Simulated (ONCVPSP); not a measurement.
**LDA (Perdew-Wang 92) ONCV dataset for Zn (Z = 30), scalar-relativistic all-electron reference.**

Input for ONCVPSP 4.0.1:

```
# ATOM AND REFERENCE CONFIGURATION
# atsym  z   nc   nv     iexc    psfile
  Zn 30.00    5    2  -001012      upf
#
#   n    l    f
    1    0    2.00
    2    0    2.00
    2    1    6.00
    3    0    2.00
    3    1    6.00
    3    2   10.00
    4    0    2.00
#
# PSEUDOPOTENTIAL AND OPTIMIZATION
# lmax
    2
#
#   l,   rc,      ep,       ncon, nbas, qcut
    0    2.05    0.00    3    8    3.10
    1    2.00    0.39    3    6    3.30
    2    1.50    0.00    5   10    8.20
#
# LOCAL POTENTIAL
# lloc, lpopt,  rc(5),   dvloc0
    4    4    1.35   -1.00
#
# VANDERBILT-KLEINMAN-BYLANDER PROJECTORs
# l, nproj, debl
    0    2    0.90
    1    1    2.90
    2    3    1.10
#
# MODEL CORE CHARGE
# icmod, fcfact, rcfact
    3    6.00    1.10
#
# LOG DERIVATIVE ANALYSIS
# epsh1, epsh2, depsh
   -2.00    5.00    0.02
#
# OUTPUT GRID
# rlmax, drl
    6.00    0.01
#
# TEST CONFIGURATIONS
# ncnf
    4
# nvcnf
#   n    l    f
    2
    3    2   10.00
    4    0    1.00
#
    2
    3    2   10.00
    4    0    0.00
#
    2
    3    2    9.00
    4    0    0.00
#
    2
    3    2   10.00
    4    0    1.50
#
```

Command:

```bash
oncvpsp.x < Zn.dat > Zn.out
```

Resulting log (shortened: citation, most of the input echo, consistency checks and plot data are left out):

```
ONCVPSP  (Optimized Norm-Conservinng Vanderbilt PSeudopotential)
scalar-relativistic version 4.0.1

#   n    l    f        energy (Ha)
    1    0    2.00    -3.4938345E+02
    2    0    2.00    -4.2488552E+01
    2    1    6.00    -3.6876196E+01
    3    0    2.00    -4.7269578E+00
    3    1    6.00    -3.0598744E+00
    3    2   10.00    -3.8309772E-01
    4    0    2.00    -2.2856357E-01

Reference configufation results
  iterations    31
  all-electron total energy (Ha)   -1.79332020D+03

Begin loop to  construct optimized pseudo wave functions
and semi-local pseudopoentials for all angular momenta

   Wellstate for l =  0  n =  5
     eigenvalue =   0.6714
     asymptotic potential =   1.1714
     half-point radius =  4.1827

Calculating optimized projector #   1

 for l=   0

    Fraction of norm inside rc  0.331579
    Optimizing pswf for qcut=   3.09 a_B^-1,  ecut=   4.78 Ha
    Residual kinetic energy error=  1.11D-03 Ha

    Energy error per electron        Cutoff
         Ha          eV             Ha
         0.01000     0.27211        2.76
         0.00100     0.02721        5.15
         0.00010     0.00272       39.27
         0.00001     0.00027       65.05

Calculating optimized projector #   2

 for l=   0

    Fraction of norm inside rc  0.217732
    Optimizing pswf for qcut=   3.09 a_B^-1,  ecut=   4.78 Ha
    Residual kinetic energy error=  2.84D-03 Ha

    Energy error per electron        Cutoff
         Ha          eV             Ha
         0.01000     0.27211        3.87
         0.00100     0.02721        5.88
         0.00010     0.00272       20.79
         0.00001     0.00027       63.87

   Wellstate for l =  1  n =  5
     eigenvalue =   0.3900
     asymptotic potential =   0.8900
     half-point radius =  6.9002

Calculating optimized projector #   1

 for l=   1

    Fraction of norm inside rc  0.133709
    Optimizing pswf for qcut=   3.29 a_B^-1,  ecut=   5.41 Ha
    Residual kinetic energy error=  6.34D-04 Ha

    Energy error per electron        Cutoff
         Ha          eV             Ha
         0.01000     0.27211        1.51
         0.00100     0.02721        4.68
         0.00010     0.00272       19.09
         0.00001     0.00027       29.89

   Wellstate for l =  2  n =  4
     eigenvalue =   0.7169
     asymptotic potential =   1.2169
     half-point radius =  3.4827

   Wellstate for l =  2  n =  5
     eigenvalue =   1.8169
     asymptotic potential =   2.3169
     half-point radius =  3.7310

Calculating optimized projector #   1

 for l=   2

    Fraction of norm inside rc  0.875295
    Optimizing pswf for qcut=   8.21 a_B^-1,  ecut=  33.69 Ha
    Residual kinetic energy error=  7.92D-03 Ha

    Energy error per electron        Cutoff
         Ha          eV             Ha
         0.01000     0.27211       33.00
         0.00100     0.02721      139.69
         0.00010     0.00272      170.77
         0.00001     0.00027      186.89

Calculating optimized projector #   2

 for l=   2

    Fraction of norm inside rc  0.085812
    Optimizing pswf for qcut=   8.21 a_B^-1,  ecut=  33.69 Ha
    Residual kinetic energy error=  3.66D-03 Ha

    Energy error per electron        Cutoff
         Ha          eV             Ha
         0.01000     0.27211       30.56
         0.00100     0.02721       45.20
         0.00010     0.00272      115.55
         0.00001     0.00027      186.31

Calculating optimized projector #   3

 for l=   2

    Fraction of norm inside rc  0.090929
    Optimizing pswf for qcut=   8.21 a_B^-1,  ecut=  33.69 Ha
    Residual kinetic energy error=  8.31D-03 Ha

    Energy error per electron        Cutoff
         Ha          eV             Ha
         0.01000     0.27211       32.88
         0.00100     0.02721       50.23
         0.00010     0.00272      170.84
         0.00001     0.00027      248.91

Construct Vanderbilt / Kleinmman-Bylander projectors

B matrix Hermiticity error, ll=   0
   1   2    4.0879E-05

  Orthonormal projector coefficients  5.4039E+00  9.6468E-01

B matrix Hermiticity error, ll=   2
   1   2    1.3084E-04
   1   3   -2.2735E-04
   2   3    5.0669E-05

  Orthonormal projector coefficients -9.3393E+01 -1.0918E+01 -4.7237E+00

Model core correction analysis
  based on d2Exc/dn_idn_j

d2excae - all-electron derivatives

   -2.683260D-02   -6.405063D-03
   -6.403996D-03   -3.040389D-02

d2excps - pseudofunction derivatives with no core correction

   -4.164014D-02   -7.608866D-03
   -7.607850D-03   -3.063742D-02

rms 2nd derivative error    7.453456E-03

rmatch, rhocmatch    0.6771   27.3755

Teter function model core charge with specified parameters

d2excps - pseudofunction derivatives with core correction

   -3.596222D-02   -7.433692D-03
   -7.432658D-03   -3.062916D-02

rms 2nd derivative error    4.623767E-03

Pseudoatom total energy  -57.796323

Diagnostic tests using Vanderbilt-Kleinman-Bylander pseudopotentials
  1 or more projectors used as specified by nproj input data

   l    rcore       rmatch      e in        delta e   norm test  slope test

   0   2.0601126   2.1226621  -0.2285636   0.0000543   1.0000911   1.0053021
   0   2.0601126   2.1226621   0.6714364   0.0001033   1.0001667   1.0001667

   1   2.0114027   2.0724733   0.3900000   0.0000658   1.0000005   1.0000005

   2   1.5003687   1.5459231  -0.3830977  -0.0000024   1.0001564   1.0001676
   2   1.5003687   1.5459231   0.7169023   0.0000076   1.0002615   1.0002615
   2   1.5003687   1.5459231   1.8169023   0.0000362   1.0002398   1.0002398

 Testing for bound ghosts
   n   l    E NL Schr. Eq   E Basis Diag.   E Cutoff

   1   0       -0.228509       -0.222125     61.40

   2   1       -0.045978       -0.003634     24.14

   3   2       -0.383100       -0.382265    301.26

 Testing for highly-localized positive-energy ghosts
       l    <radius>/rc     E Basis Diag.   E Cutoff

       0        0.441323        2.771667     61.40  WARNING - GHOST(+)

       2        0.858788       68.356461    301.26  WARNING - GHOST(+)

       2        0.379875      111.133761    301.26  WARNING - GHOST(+)

Test configuration 0

   n   l     f        eae           eps        diff
   1   0  2.0000 -349.38344836
   2   0  2.0000  -42.48855167
   2   1  6.0000  -36.87619621
   3   0  2.0000   -4.72695777
   3   1  6.0000   -3.05987436
   3   2 10.0000   -0.38309772   -0.38310010   -2.38D-06
   4   0  2.0000   -0.22856357   -0.22850923    5.43D-05

    Total energies and differences
      AE_ref= -1.79332020D+03  AE_tst= -1.79332020D+03  dif=  0.00D+00
      PS_ref= -5.77963231D+01  PS_tst= -5.77963231D+01  dif=  4.42D-11
      PSP excitation error= -4.42D-11

Test configuration 1

   n   l     f        eae           eps        diff
   1   0  2.0000 -349.74329990
   2   0  2.0000  -42.84098997
   2   1  6.0000  -37.22927650
   3   0  2.0000   -5.08534615
   3   1  6.0000   -3.41867902
   3   2 10.0000   -0.73944773   -0.74019174   -7.44D-04
   4   0  1.0000   -0.52704220   -0.52674297    2.99D-04

    Total energies and differences
      AE_ref= -1.79332020D+03  AE_tst= -1.79294594D+03  dif=  3.74D-01
      PS_ref= -5.77963231D+01  PS_tst= -5.74221852D+01  dif=  3.74D-01
      PSP excitation error=  1.22D-04

Test configuration 2

   n   l     f        eae           eps        diff
   1   0  2.0000 -350.15965261
   2   0  2.0000  -43.24567287
   2   1  6.0000  -37.63496647
   3   0  2.0000   -5.49784886
   3   1  6.0000   -3.83154102
   3   2 10.0000   -1.14754769   -1.14967344   -2.13D-03

    Total energies and differences
      AE_ref= -1.79332020D+03  AE_tst= -1.79225640D+03  dif=  1.06D+00
      PS_ref= -5.77963231D+01  PS_tst= -5.67331465D+01  dif=  1.06D+00
      PSP excitation error=  6.18D-04

Test configuration 3

   n   l     f        eae           eps        diff
   1   0  2.0000 -350.95085343
   2   0  2.0000  -44.05598746
   2   1  6.0000  -38.44329556
   3   0  2.0000   -6.26701871
   3   1  6.0000   -4.59331638
   3   2  9.0000   -1.87682394   -1.87462670    2.20D-03

    Total energies and differences
      AE_ref= -1.79332020D+03  AE_tst= -1.79075350D+03  dif=  2.57D+00
      PS_ref= -5.77963231D+01  PS_tst= -5.52294801D+01  dif=  2.57D+00
      PSP excitation error= -1.41D-04

Test configuration 4

   n   l     f        eae           eps        diff
   1   0  2.0000 -349.55519280
   2   0  2.0000  -42.65709644
   2   1  6.0000  -37.04501825
   3   0  2.0000   -4.89824442
   3   1  6.0000   -3.23137037
   3   2 10.0000   -0.55362331   -0.55393545   -3.12D-04
   4   0  1.5000   -0.37254880   -0.37239728    1.52D-04

    Total energies and differences
      AE_ref= -1.79332020D+03  AE_tst= -1.79317043D+03  dif=  1.50D-01
      PS_ref= -5.77963231D+01  PS_tst= -5.76465957D+01  dif=  1.50D-01
      PSP excitation error=  3.52D-05
```

The run took about 3.6 s on one core of a shared server CPU.
